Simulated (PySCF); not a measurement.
**Working with the constants of KBi**

ROHF-SCS-MP2 constants of KBi, ³Σ⁻ (triplet), unpaired electrons π ↑↑ (PySCF, scalar-relativistic core potentials, basis sets K def2-SVPD, Bi def2-SVPD with ECP60; masses 38.9637 and 208.9804 u):

- ωe: 130.2 cm⁻¹
- ωexe: 0.292 cm⁻¹
- Be: 0.042873 cm⁻¹
- αe: 0.000169 cm⁻¹
- D (centrifugal): 1.86e-08 cm⁻¹
- De to K + Bi: 0.68 eV

Give the vibrational terms G(v) and spacings up to v = 6.

G(v) = ωe(v+½) − ωexe(v+½)².

| v | G(v) (cm⁻¹) | G(v) − G(v−1) | Bv (cm⁻¹) |
| --- | --- | --- | --- |
| 0 | 65.0 |  | 0.04279 |
| 1 | 194.6 | 129.6 | 0.04262 |
| 2 | 323.7 | 129.0 | 0.04245 |
| 3 | 452.1 | 128.4 | 0.04228 |
| 4 | 580.0 | 127.9 | 0.04211 |
| 5 | 707.3 | 127.3 | 0.04194 |
| 6 | 834.0 | 126.7 | 0.04177 |

Correlated steps freeze 9 core orbitals. Correlated levels converge slowly with the basis: in double zeta they bind strong bonds too weakly, by up to about 1 eV, and carry superposition errors of some tenths. Spin–orbit coupling is left out, which matters for elements this heavy, above all for dissociation energies. The state is the lowest determinant that a PBE0 search found; another state may lie lower at other levels.
